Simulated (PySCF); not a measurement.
**Relaxation of singlet GaH₂⁺**

All numbers come from PySCF, PBE0, basis Ga def2-TZVP, H def2-TZVP (no relativity, density fitting). A (50,194) grid was used.

A hand-made bent start, of C2v symmetry, held to at least that symmetry:

```xyz
3
charge 1 multiplicity 1, angstrom
Ga    0.0000    0.0000   -0.0249
H     1.2523    0.0000    0.8520
H    -1.2523    0.0000    0.8520
```

At each step, columns x, y, z (Å) and Fx, Fy, Fz (eV/Å):

```
step 0  E − E(last) = 137.12 kJ/mol
Ga   0.000   0.000  -0.025   0.000   0.000   1.859
H    1.252   0.000   0.852   1.442   0.000  -0.929
H   -1.252   0.000   0.852  -1.442   0.000  -0.929
step 1  E − E(last) = 61.00 kJ/mol
Ga   0.000   0.000   0.143   0.000   0.000   1.978
H    1.440   0.000   0.768   0.086   0.000  -0.989
H   -1.440   0.000   0.768  -0.086   0.000  -0.989
step 2  E − E(last) = 25.88 kJ/mol
Ga   0.000   0.000   0.328   0.000   0.000   1.366
H    1.575   0.000   0.676  -0.935   0.000  -0.683
H   -1.575   0.000   0.676   0.935   0.000  -0.683
step 3  E − E(last) = 14.11 kJ/mol
Ga   0.000   0.000   0.417   0.000   0.000   0.849
H    1.589   0.000   0.631  -0.957   0.000  -0.425
H   -1.589   0.000   0.631   0.957   0.000  -0.425
step 4  E − E(last) = 1.13 kJ/mol
Ga   0.000   0.000   0.520   0.000   0.000   0.214
H    1.546   0.000   0.580  -0.297   0.000  -0.107
H   -1.546   0.000   0.580   0.297   0.000  -0.107
step 5  E − E(last) = 0.02 kJ/mol
Ga   0.000   0.000   0.552   0.000   0.000   0.036
H    1.526   0.000   0.563   0.028   0.000  -0.018
H   -1.526   0.000   0.563  -0.028   0.000  -0.018
step 6  E − E(last) = 0.00 kJ/mol
Ga   0.000   0.000   0.560   0.000   0.000  -0.003
H    1.528   0.000   0.559  -0.008   0.000   0.002
H   -1.528   0.000   0.559   0.008   0.000   0.002
step 7  E − E(last) = 0.00 kJ/mol
Ga   0.000   0.000   0.560   0.000   0.000   0.000
H    1.528   0.000   0.560   0.000   0.000   0.000
H   -1.528   0.000   0.560   0.000   0.000   0.000
```

It ends at D∞h with Ga–H 1.528 Å (×2); H–Ga–H 180.0°. No frequency check is given, so it may be a saddle point. Other isomers or separated fragments may lie lower.

The relaxation took roughly 8 core-seconds on a shared host.
